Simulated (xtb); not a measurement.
CH5F2NSi, SMILES N[SiH2]C(F)F. All values are semi-empirical tight-binding results from xtb (GFN2-xTB unless named), good for trends rather than for accurate numbers. The structure is a stationary point at GFN2-xTB. This is a generated structure with no PubChem entry under its InChIKey; it may be hypothetical. The values are those of a single conformer.

Computed properties:
```yaml
orbital_gap: 5.83 eV
dipole_moment: 3.92 D
zero_point_energy: 39.3 kcal/mol
G − E(el) at 298.15 K (modified RRHO): 19.9 kcal/mol
static polarisability (D4 model): 55.4 bohr³
solvation energy, GFN2-xTB/ALPB(water): -5.9 kcal/mol
solvation energy, GFN2-xTB/ALPB(chcl3): -5.2 kcal/mol
```
